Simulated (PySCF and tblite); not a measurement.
The numbers below are computed, except where a source is named.
## Conformer ensemble of C6H4OS3, numbered as in [OH:1][c:2]1[cH:3][s:4][c:5]2[s:6][cH:7][c:8]([SH:9])[c:10]12

The ensemble was built from 90 distance-geometry starts (ETKDG and KDG, MMFF94s, GFN2-xTB) and rests on GFN2-xTB geometries. Energies: PBE0-D3(BJ)/pcSseg-1, with GFN2-xTB thermal terms (modes under about 100 cm⁻¹ blended into free rotors). Symmetry numbers and mirror images are counted. Conformers within 2.5 kcal/mol (GFN2-xTB free energy) were kept, 4 at most. GIAO shieldings: PBE0/pcSseg-1. Shifts are against TMS (¹H), TMS (¹³C) at the same level. Programs: PySCF with density fitting and tblite.

Torsions listed: H1–O1–C2–C3, C7–C8–S9–H9. Of a mirror pair one member is shown.

```csv
conformer,shape,symmetry,E(GFN2) kcal/mol,E(DFT) kcal/mol,G(298.15 K) kcal/mol,weight %,dipole D
1,"170°, 119°",C1 (pair),3.00,0.00,0.00,99.1,1.38
2,"0°, 180°",Cs,0.00,1.64,2.81,0.9,2.65
3,"180°, 0°",Cs,1.09,3.42,4.15,0.1,2.41
```

Weights (%) against temperature:

| T (K) | 1 | 2 | 3 | S(mix) cal/mol/K |
| --- | --- | --- | --- | --- |
| 250 | 99.5 | 0.4 | 0.0 | 1.43 |
| 298.15 | 99.1 | 0.9 | 0.1 | 1.48 |
| 350 | 98.3 | 1.4 | 0.2 | 1.53 |

Averaged shifts at 298.15 K. ¹H: 7.16 (H7, 1H), 6.30 (H3, 1H) ppm. ¹³C: 153.2 (C2), 149.5 (C5), 138.7 (C10), 138.6 (C7), 118.3 (C8), 110.5 (C3) ppm.

Coordinates of conformer 1 (Å):

```xyz
14

O    -1.925   -1.318   -0.057
C    -1.391   -0.080    0.062
C    -2.127    1.041    0.290
S    -1.175    2.491    0.383
C     0.252    1.573    0.102
S     1.925    1.968   -0.056
C     2.297    0.291   -0.294
C     1.204   -0.511   -0.252
S     1.269   -2.275   -0.478
C     0.001    0.217   -0.038
H    -1.240   -1.927   -0.372
H    -3.189    1.104    0.408
H     3.315   -0.003   -0.454
H     0.784   -2.574    0.733
```

Coordinates of conformer 2 (Å):

```xyz
14

O    -0.859   -1.819   -0.911
C    -0.941   -0.488   -0.635
C    -1.957    0.340   -0.993
S    -1.731    1.983   -0.473
C    -0.230    1.542    0.243
S     0.970    2.418    1.113
C     1.905    0.963    1.276
C     1.327   -0.121    0.697
S     2.040   -1.728    0.700
C     0.079    0.199    0.089
H    -1.639   -2.098   -1.404
H    -2.845    0.088   -1.539
H     2.838    1.001    1.799
H     1.042   -2.280    0.017
```

The minima are those of GFN2-xTB; planar forms about aryl–S or allylic bonds may be saddles in DFT. Other tautomers (keto forms of OH, thione forms of SH) aren't considered and may dominate. H on N, O and S are left out: they exchange, and hydrogen bonds move them by several ppm. Shifts are unscaled: against experiment ¹³C can be off by 15 ppm or more and ¹H by 0.8 ppm.

Search and properties took 98 s on 1 thread of AMD EPYC 7B13 (shared host) (rough), launched as `OMP_NUM_THREADS=1 python ens_run.py task.json out`.
